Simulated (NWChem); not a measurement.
System: silicon dioxide molecule (SiO₂); SMILES O=[Si]=O

```xyz
3

O      0.0000     0.0000    -1.5184
Si     0.0000     0.0000     0.0000
O      0.0000     0.0000     1.5184
```
Atoms are numbered in this order, from 1.

Computed with NWChem. The geometry was optimised at PBE0/def2-SVP. GIAO values for the isolated, static molecule; σ is the absolute isotropic shielding.

| level | basis functions | σ O1 (ppm) | σ Si2 (ppm) | relative time |
|---|---|---|---|---|
| PBE0/cc-pVDZ | 46 | 181.0 | 409.7 | 1 |
| PBE0/cc-pVTZ | 94 | 198.3 | 331.1 | 8 |
| PBE0/cc-pCVTZ | 145 | 203.7 | 328.9 | 10 |
| PBE0/pcSseg-1 | 58 | 176.3 | 330.1 | 1 |
| PBE0/pcSseg-2 | 115 | 199.2 | 323.7 | 5 |

Relative times are rough (shared machine, one core).
